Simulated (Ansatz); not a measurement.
Relaxation of C2H10N2Si2 (16 atoms, charge 0, multiplicity 1), to a largest force component of 0.015 eV/Å in at most 40 steps.

Level of theory: RKS BLYP-D4/def2-SVP in Ansatz 0.2.0.

```xyz
16
Properties=species:S:1:pos:R:3
C 1.149 -2.118 1.617
C 1.502 -0.906 1.092
Si 1.209 -0.299 -0.626
N 0.284 1.047 -0.634
Si -1.385 0.540 -0.522
N -2.071 2.077 -0.799
H 0.581 -2.808 1.027
H 1.354 -2.306 2.634
H 2.054 -0.187 1.762
H 2.531 0.180 -1.133
H 0.733 -1.367 -1.489
H 0.318 1.517 -1.506
H -1.798 0.183 0.852
H -1.827 -0.349 -1.569
H -2.790 1.960 -1.511
H -1.330 2.678 -1.221
```

Question: Where does it end, and by what steps?

Answer: The run ended unconverged. After 39 steps the energy has fallen by 1.602 eV; H16 moved furthest, 1.72 Å. Parted: Si3–Si5.

| step | energy less start (eV) | largest force component (eV/Å) | accepted |
| --- | --- | --- | --- |
| 0 | 0.0000 | 4.182 | yes |
| 2 | -1.2782 | 0.864 | yes |
| 4 | -1.4583 | 0.705 | yes |
| 6 | -1.5506 | 0.133 | yes |
| 8 | -1.5620 | 0.054 | yes |
| 10 | -1.5679 | 0.193 | yes |
| 12 | -1.5709 | 0.059 | yes |
| 14 | -1.5719 | 0.534 | no |
| 16 | -1.5785 | 0.174 | yes |
| 18 | -1.5834 | 0.276 | yes |
| 20 | -1.5961 | 0.049 | yes |
| 22 | -1.5967 | 0.053 | yes |
| 24 | -1.5977 | 0.042 | yes |
| 26 | -1.5986 | 0.039 | yes |
| 28 | -1.5995 | 0.074 | yes |
| 30 | -1.6005 | 0.061 | yes |
| 32 | -1.6009 | 0.065 | yes |
| 34 | -1.6015 | 0.046 | yes |
| 36 | -1.6020 | 0.037 | yes |
| 38 | -1.6023 | 0.016 | yes |
| 39 | -1.6023 | 0.016 | yes |

```xyz
16
Properties=species:S:1:pos:R:3
C 1.182 -1.685 1.876
C 1.466 -0.613 1.105
Si 1.407 -0.638 -0.776
N 0.216 0.495 -1.408
Si -1.510 0.548 -1.112
N -1.947 2.105 -0.457
H 0.905 -2.658 1.433
H 1.209 -1.649 2.978
H 1.729 0.337 1.609
H 2.726 -0.204 -1.351
H 1.129 -2.059 -1.181
H 0.591 1.245 -1.998
H -1.755 -0.663 -0.250
H -2.351 0.432 -2.354
H -2.899 2.454 -0.596
H -1.585 2.398 0.456
```

Time of the run: 2 min on 2 threads of AMD EPYC 7B13 (Zen 3) (shared host), peak memory 0.21 GiB.
